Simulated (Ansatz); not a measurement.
`CCB(S)Br`, relaxed with RKS PBE0-D4/def2-TZVP in Ansatz from a PBE-D4/def2-SVP geometry. The force threshold is 0.005 eV/Å; the program also tests the step.

The species carries charge 0 and has multiplicity 1.

Start:

```xyz
11

C    -1.492    0.211    0.027
C     0.003    0.513   -0.163
B     0.976   -0.726   -0.157
S     2.610   -0.774    0.596
Br    0.474   -2.361   -1.075
H    -2.106    1.129   -0.068
H    -1.852   -0.518   -0.726
H    -1.692   -0.224    1.027
H     0.156    0.994   -1.160
H     0.344    1.271    0.576
H     2.579    0.485    1.123
```

Question: By how much does the energy fall, and how many steps does the optimiser take? (An estimate is asked.)

Answer: Computed: 3.55 kJ/mol, in 8 steps.

Question: Which bonds change most? (Estimate.)

Answer: Ansatz gave: S4–H11 from 1.365 to 1.345 Å; C1–H7 from 1.108 to 1.091 Å; C2–H9 from 1.117 to 1.100 Å; C1–H8 from 1.109 to 1.092 Å.

Question: Give the relaxed structure. (An estimate is asked.)

Answer: Computed: 
```xyz
11

C    -1.479    0.209    0.027
C     0.004    0.512   -0.170
B     0.966   -0.720   -0.155
S     2.581   -0.761    0.604
Br    0.471   -2.353   -1.058
H    -2.077    1.120   -0.041
H    -1.842   -0.490   -0.729
H    -1.664   -0.240    1.005
H     0.148    0.984   -1.154
H     0.339    1.256    0.560
H     2.552    0.485    1.110
```
